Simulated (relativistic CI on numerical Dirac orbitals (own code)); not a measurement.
**Ligand-field terms of d6**

Computed with a parametric ligand-field model of a d^n configuration (Racah B and C, spin-orbit zeta, crystal field), exact diagonalisation.

Field parameters in Wybourne normalisation: Oh B⁴₀ = 21Dq, B⁴₄ = √(5/14) B⁴₀; Td as Oh with Dq negative (B⁴₀ = 21Dq, B⁴₄ = √(5/14) B⁴₀). The field is a parameter set, without covalency.

Ground term and bands for B = 670, C = 3280, ζ = 0 cm⁻¹, Oh, 10Dq = 27700 cm⁻¹?

Ground term 1A1 with 0.04 electrons in the two orbitals of the cubic e set. Spin-allowed: 1T1 25443 cm⁻¹ (393 nm), 1T2 34632 cm⁻¹ (289 nm), 1T2 52087 cm⁻¹ (192 nm), 1E 52726 cm⁻¹ (190 nm). Lowest spin-forbidden: 3T1 18517 cm⁻¹ (540 nm), 3T2 23050 cm⁻¹ (434 nm), 5T2 27359 cm⁻¹ (366 nm).

A d6 ion in Oh symmetry has the ground term 1A1 and bands at 3T1 18648 cm⁻¹ (536 nm), 3T2 25249 cm⁻¹ (396 nm), 5T2 25297 cm⁻¹ (395 nm), 1T1 26917 cm⁻¹ (372 nm), 1T2 40217 cm⁻¹ (249 nm), 1E 55746 cm⁻¹ (179 nm), 1T2 55886 cm⁻¹ (179 nm). Which parameters reproduce them?

B = 1040, C = 3780, ζ = 0 cm⁻¹, Oh, 10Dq = 29300 cm⁻¹.

A d6 ion in Oh symmetry has the ground term 1A1 and bands at 3T1 17951 cm⁻¹ (557 nm), 3T2 20759 cm⁻¹ (482 nm), 1T1 21302 cm⁻¹ (469 nm), 1T2 26938 cm⁻¹ (371 nm), 5T2 30910 cm⁻¹ (324 nm), 1T2 43293 cm⁻¹ (231 nm), 1E 43522 cm⁻¹ (230 nm). Which parameters reproduce them?

B = 390, C = 1590, ζ = 0 cm⁻¹, Oh, 10Dq = 22500 cm⁻¹.

A d6 ion in Oh symmetry has the ground term 1A1 and bands at 3T1 7252 cm⁻¹ (1379 nm), 3T2 9636 cm⁻¹ (1038 nm), 5T2 10013 cm⁻¹ (999 nm), 1T1 10373 cm⁻¹ (964 nm), 1T2 15187 cm⁻¹ (658 nm), 1T2 21460 cm⁻¹ (466 nm), 1E 21499 cm⁻¹ (465 nm). Which parameters reproduce them?

B = 370, C = 1440, ζ = 0 cm⁻¹, Oh, 10Dq = 11300 cm⁻¹.

Ground term and bands for B = 740, C = 2760, ζ = 0 cm⁻¹, Td, 10Dq = -10150 cm⁻¹?

Ground term 5E with 3.00 electrons in the two orbitals of the cubic e set. Spin-allowed: 5T2 10150 cm⁻¹ (985 nm). Lowest spin-forbidden: 3T1 6489 cm⁻¹ (1541 nm), 1T2 14092 cm⁻¹ (710 nm), 3E 14661 cm⁻¹ (682 nm).
